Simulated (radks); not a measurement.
The numbers below are computed, except where a source is named.
Question: All-electron atom: Ce III in [Kr] 4d10 4f2 5s2 5p5.5 5d0.5 (fractional occupations, a model configuration). Level of theory: scalar-relativistic Kohn-Sham, PBEsol, spin-unpolarised, spherical densities, point nucleus (a radial shooting solver on a logarithmic mesh with Libxc functionals). Some entries of the table are withheld. Estimate them.

| orbital | occ. | eigenvalue (eV) | <1/r> (bohr^-1) | <r^2> (bohr^2) |
|---|---|---|---|---|
| 1s | 2 | (1) | 63.33 | 0.0008212 |
| 2s | 2 | -6452.791 | 14.60 | 0.01307 |
| 2p | 6 | -5780.742 | (2) | 0.01042 |
| 3s | 2 | -1393.995 | 5.298 | 0.08878 |
| 3p | 6 | (3) | 5.017 | 0.08878 |
| 3d | 10 | -876.6062 | 4.760 | 0.07581 |
| 4s | 2 | -287.4287 | 2.207 | 0.4604 |
| 4p | 6 | (4) | 2.033 | 0.5213 |
| 4d | 10 | -117.7792 | 1.767 | 0.6522 |
| 5s | 2 | -51.1142 | 0.8596 | 2.652 |
| 5p | 5.5 | -34.1643 | 0.7318 | 3.584 |
| 4f | 2 | -14.1524 | 1.143 | 1.922 |
| 5d | 0.5 | -13.9565 | 0.4882 | 7.964 |

Answer: 
(1) 1s eigenvalue (eV): -40261.08
(2) 2p <1/r> (bohr^-1): 13.83
(3) 3p eigenvalue (eV): -1180.280
(4) 4p eigenvalue (eV): -217.8364
